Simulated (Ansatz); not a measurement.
## Four-centre ligand exchange

Start structure (AlH₂ClF₂, singlet), relaxed at PBE0-D4/def2-TZVP:

```tsv
atom	x (Å)	y (Å)	z (Å)
Al1	0.0636	-0.1821	-0.6280
Cl2	0.6968	1.7263	-1.1289
F3	1.1607	-1.3597	-0.3349
F4	-1.5047	-0.6037	-0.8244
H5	-0.0967	0.5669	1.3996
H6	-0.3196	-0.1477	1.5165
```

The step: AlClF₂ ([F][Al]([F])[Cl]) + H₂ → AlHF₂ ([F][AlH][F]) + HCl (still joined by a long Al–Cl bond); bonds formed: Al1–H6, Cl2–H5; bonds broken: H5–H6; bonds weakened to dative contacts: Al1–Cl2. Computed with Ansatz 0.2.0 (basis: def2-TZVPP and def2-QZVPP); correlated methods freeze the cores. Extrapolation: Hartree–Fock as exp(−7.88 √X), correlation as X^−2.97. Energies below are by CCSD(T) at an estimated basis limit (MP2 extrapolated from triple and quadruple zeta, plus CCSD(T) − MP2 in triple zeta).

Q: What are the electronic barrier and the energy of the step, from the start structure to the end structure? (To be estimated.)

A: Computed: Barrier 1.601 eV; step energy 1.142 eV (uphill); reverse barrier, their difference, 0.459 eV. Barrier and step energy count from the start structure, the reverse barrier from the end structure.

The saddle point: One imaginary mode of 634i cm⁻¹.
```
   pair  start (Å)  saddle (Å)  end (Å)
 Al1–H6       2.18        1.64     1.56
 Cl2–H5       2.89        1.42     1.29
Al1–Cl2       2.07        2.38     2.56
  H5–H6       0.76        1.32     3.72
```

Zero-point energy (harmonic, PBE0-D4): ZPE is 0.554 eV at the start and 0.536 eV at the saddle, so the barrier goes from 1.601 to 1.583 eV.

The T1 diagnostic stays at or below 0.013. The start structure is not quite a true minimum (one mode of 39i cm⁻¹).

Labels in which every atom is bracketed show which atoms are joined, not bond orders.

For scale, one of the runs: CCSD(T)/def2-TZVPP, 174 basis functions, launched by `ansatz run in.yaml --threads 2 --pin off --events-out ev --progress --plain --max-ram 4352MiB`. The run took 44 s on 2 CPU threads of an Intel Xeon Platinum 8488C (shared host), with 1.5 GiB of host memory at its peak.
